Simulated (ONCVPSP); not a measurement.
# Pm (Z = 61): one change to an ONCV potential, before and after

* Element: Pm
* Generator: ONCVPSP 4.0.1
* Type: optimised norm-conserving Vanderbilt (ONCV)
* Functional: PBE
* Relativity: scalar-relativistic
* Frozen core: [Kr] 4d10 4f4
* Valence charge: 11
* Reference configuration: 5s2 5p6 5d1.5 6s1.5
* Partial waves: 5s+6s: rc 2.20 bohr, ncon 4, nbas 7, qcut 7.1 1/bohr, 2 projectors; 5p: rc 2.50 bohr, ncon 3, nbas 6, qcut 4.8 1/bohr, 2 projectors, debl 3.3 Ha; 5d: rc 2.20 bohr, ncon 4, nbas 8, qcut 4.4 1/bohr, local
* Local potential: the d channel
* Core correction: Teter function, fcfact 5.25, rcfact 1.75

Change: all radii but the core radius scaled by about 1.15 (s 2.54, p 2.88, d 2.54 bohr).

Cutoffs: the cutoffs (Ha) at which the residual kinetic energy of the hardest occupied pseudo-wave falls to 1 and 0.1 mHa per electron; they do not see the model core or the augmentation charge, which bear on the density cutoff. Errors are all-electron minus pseudo energies relative to the spin-unpolarised reference configuration.

Q: Predict the effect on cutoff, ghosts and configuration errors.

A: The potential gets softer (15 Ha and 18 Ha → 12 Ha and 14 Ha); the errors of the 4 common tests hardly move; neither file shows a bound ghost. A larger radius leaves more room for a smooth pseudo-wave, so fewer plane waves are needed.

```csv
quantity,base,changed
"cutoff, loose",15 Ha,12 Ha
"cutoff, tight",18 Ha,14 Ha
loose cutoff by channel,"s 15 Ha, p 6.3 Ha, d 7.1 Ha","s 12 Ha, p 6.5 Ha, d 7.0 Ha"
bound ghosts,none,none
GHOST(+) flags under 300 eV,none,none
"error for 5s2 5p6 5d1 6s2, meV [ΔE -0.60 eV]",-3.8,-4.1
"error for 5s2 5p6 5d1 6s1, meV [ΔE 5.76 eV]",-9.9,-10.0
"error for 5s2 5p6 5d1 6s0, meV [ΔE 17.36 eV]",-50,-51
"error for 5s2 5p5 5d1 6s2, meV [ΔE 29.59 eV]",-263,-265
"rms error of d²Exc/dni dnj with the model core, mHa",3.82,3.93
```
